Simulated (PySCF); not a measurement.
A PySCF script (with the pyscf-properties extension) for the NMR shieldings of `N([Si@H](/C=C\C)C(Cl)Cl)C`, C5H11Cl2NSi, on a GFN2-xTB geometry:

```python
import basis_set_exchange as bse
import numpy as np
from pyscf import gto, dft
from pyscf.prop import nmr

atoms = """
C     2.312530   -1.235321    0.019952
C     1.955180   -0.119453    0.939270
C     0.940165    0.723067    0.789735
Si   -0.335748    0.699269   -0.587295
N    -1.617109   -0.348733   -0.155182
C    -1.458600   -1.720899    0.268089
C    -1.167362    2.434556   -0.648981
Cl   -2.464700    2.431244   -1.858908
Cl   -1.838723    2.870722    0.929195
H     3.315310   -1.077391   -0.376896
H     2.325654   -2.179852    0.564015
H     1.611431   -1.310206   -0.804951
H     2.617256   -0.020323    1.793422
H     0.814467    1.489132    1.545575
H     0.244856    0.543035   -1.935338
H    -2.532986   -0.172760   -0.543794
H    -2.257248   -1.991459    0.959927
H    -1.475353   -2.420442   -0.573434
H    -0.504671   -1.819545    0.779271
H    -0.489498    3.236035   -0.932742
"""
names = dict.fromkeys(["C", "Si", "N", "Cl", "H"], "pcSseg-1")
basis = {el: gto.basis.parse(bse.get_basis(n, elements=[el], fmt="nwchem")) for el, n in names.items()}
mol = gto.M(atom=atoms, basis=basis, charge=0, verbose=0)
mf = dft.RKS(mol, xc="PBE0")
mf.grids.level = 2
mf.grids.alignment = dft.numint.BLKSIZE   # the property module wants whole blocks of grid points
mf.conv_tol = 1e-9
mf.kernel()

calc = nmr.RKS(mf)   # GIAO
C = mf.mo_coeff
Co = C[:, mf.mo_occ > 0]
resp = mf.gen_response(singlet=True, hermi=2)
def vind(x):   # induced exchange potential for any number of trial vectors
    d = np.einsum("pi,xij,qj->xpq", C, 2 * x.reshape(-1, C.shape[1], Co.shape[1]), Co, optimize=True)
    return np.einsum("xpq,pi,qj->xij", resp(d - d.transpose(0, 2, 1)), C, Co, optimize=True).ravel()
mo1, _ = nmr.rhf.solve_mo1(calc, with_cphf=vind)
sigma = calc.kernel(mo1)
for i, s in enumerate(sigma):   # ppm
    print("%2d %-2s %9.2f" % (i, mol.atom_pure_symbol(i), np.trace(s) / 3))
```

Question: Give the expected output.

Answer: 
```
 0 C     161.59
 1 C      29.45
 2 C      58.11
 3 Si    381.15
 4 N     253.67
 5 C     156.93
 6 C     115.08
 7 Cl    759.54
 8 Cl    757.17
 9 H      29.58
10 H      29.65
11 H      29.81
12 H      24.71
13 H      25.88
14 H      26.39
15 H      31.13
16 H      28.85
17 H      28.89
18 H      29.18
19 H      26.28
```

These numbers come from an equivalent density-fitted implementation of the same equations, which agrees with the script to about 0.01 ppm for H and up to a few tenths of a ppm for heavy atoms, so last digits may differ.

Question: Turn these shieldings into chemical shifts. Referencing at the same level of theory: TMS for 13C (186.93 ppm), 29Si (349.16 ppm), 1H (31.72 ppm); NH3 for 15N (267.73 ppm); 35Cl (949.78 ppm) against HCl.

Answer: Averaging equivalent atoms: C 1: 157.5; C 2: 128.8; C 6: 71.8; C 5: 30.0; C 0: 25.3; Si 3: -32.0; N 4: 14.1; Cl 8: 193; Cl 7: 190; H 12: 7.01; H 13: 5.84; H 19: 5.43; H 14: 5.33; H 16/17/18: 2.74; H 9/10/11: 2.04; H 15: 0.58 ppm. Experimental scales use liquid or dissolved standards, which lie at an offset from isolated NH3 (liquid NH3: subtract about 20 ppm).

Size and cost of the density-fitted run: 229 basis functions, 58 s wall time on 1 thread of an Arm Neoverse V1, shared host; peak memory 0.96 GiB.
